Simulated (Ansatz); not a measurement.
`F[BH][GaH][F]` + H₂Se → `FB[SeH]` + `[F][GaH2]` at 400 K and 1 bar (cleavage of the B–Ga bond).

Calculated with Ansatz (gas phase, PBE0-D4/def2-TZVP geometries, no zero-point term in ΔE). CCSD(T)/CBS is the MP2 limit (def2-TZVPP, def2-QZVPP) plus CCSD(T) − MP2 in def2-TZVPP, frozen cores. For Ga, Se outer-core shells are correlated without core-valence functions, which leaves a few kJ/mol of doubt a bond. Scalar relativity is left out up to krypton. Each species was taken in one conformer, which may not be the lowest.

```
        species  CCSD(T)/CBS energy (Eh)  H − E (kJ/mol)  S (J/(mol·K))
`F[BH][GaH][F]`              -2149.58538            88.4          355.2
           H₂Se              -2401.89790            49.4          229.5
      `FB[SeH]`              -2526.56401            81.4          299.9
    `[F][GaH2]`              -2024.95631            56.3          268.5
```

H − E and S are ideal-gas, rigid-rotor, harmonic terms from PBE0-D4/def2-TZVP, for one conformer and one mirror image of each species. 1 Eh = 2625.50 kJ/mol, R = 8.31446 J/(mol·K).

Task: By hand: ΔE, ΔH, ΔS and ΔG.

Result: ΔE = (-2526.56401) + (-2024.95631) − (-2149.58538) − (-2401.89790) = -0.03704 Eh = -97.2 kJ/mol. Δ(H − E) = 81.4 + 56.3 − 88.4 − 49.4 = -0.1, so ΔH = -97.3 kJ/mol. ΔS = 299.9 + 268.5 − 355.2 − 229.5 = -16.3 J/(mol·K). ΔG = -97.3 − 400 × (-16.3)/1000 = -90.8 kJ/mol.

Task: By hand: the equilibrium constant, and the temperature at which ΔG would vanish if ΔH and ΔS stayed fixed.

Result: log₁₀ K = −ΔG/(RT ln 10) = 11.9. ΔG = 0 at ΔH/ΔS = 5969 K, far beyond where these terms or the molecules hold.

ΔH outweighs TΔS. A doubt of 5 kJ/mol in ΔE shifts log₁₀ K by 0.7 here. Other conformers and mirror images would add mixing entropy, several J/(mol·K) or more a flexible species. Modes under 60 cm⁻¹, often nearly free rotors, make the harmonic entropy too high. These are equilibria of isolated gas molecules and say nothing of rates. Largest T1 diagnostic: 0.015 (customary marks: 0.02 for closed shells, 0.045 for open ones).
